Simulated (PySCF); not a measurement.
**Nonlinear optical response: `C1=CC2(C(SC)=C1)C=CC=C2`, C$_{10}$H$_{10}$S**

Cartesian coordinates in Å; atom numbers follow the order of the lines, from 1:
```xyz
21

C     3.1479   -0.2078    1.3257
S     1.5174    0.5523    1.3117
C     0.7298   -0.3847    0.0817
C     1.1706   -1.4157   -0.6821
C     0.0878   -1.8442   -1.5671
C    -1.0075   -1.0899   -1.3544
C    -0.7159   -0.0681   -0.2751
C    -1.6679   -0.1625    0.8957
C    -2.3183    1.0076    1.0390
C    -1.8552    1.9511    0.0140
C    -0.9231    1.3526   -0.7513
H     3.7363    0.3232    2.0855
H     3.0859   -1.2720    1.5974
H     3.6426   -0.1022    0.3489
H     2.1634   -1.8635   -0.6538
H     0.1717   -2.6588   -2.2888
H    -1.9759   -1.1544   -1.8488
H    -1.7728   -1.0660    1.4955
H    -3.0709    1.2324    1.7965
H    -2.2145    2.9754   -0.0977
H    -0.3752    1.7741   -1.5934
```

Computed with quadratic response CAM-B3LYP/def2-SVPD first hyperpolarisability, Taylor convention, gas phase in PySCF 2.14.0. Geometry: PBE0-D3(BJ)/def2-SVP.

(1) Give β for the processes computed.

(2) Which lowest excitations, dipole and polarisabilities go with it?

Results:

(1) In au, Taylor convention; the vector part is βᵢ = ⅓ Σⱼ (βᵢⱼⱼ + βⱼᵢⱼ + βⱼⱼᵢ); β∥ is 3/5 of the vector part along the dipole, the dipole points from − to +:
```
                   process  λ (nm)  β vector norm     β∥  β HRS  depolarisation ratio
           static β(0;0,0)       ∞          238.4   70.1  104.8                  4.18
second harmonic β(−2ω;ω,ω)    1907          272.0   78.6  119.0                  4.26
         Pockels β(−ω;ω,0)    1907          248.9   72.8      –                     –
second harmonic β(−2ω;ω,ω)    1064          378.1  105.3  163.7                  4.44
         Pockels β(−ω;ω,0)    1064          274.6   79.3      –                     –
```

(2) S1 4.22 eV (f = 0.006); S2 4.25 eV (f = 0.126); S3 4.94 eV (f = 0.028); dipole 1.09 D; isotropic α 131.8 au static, 132.3 au at 1907 nm, 133.6 au at 1064 nm, 134.0 au at 953.5 nm, 139.7 au at 532 nm.
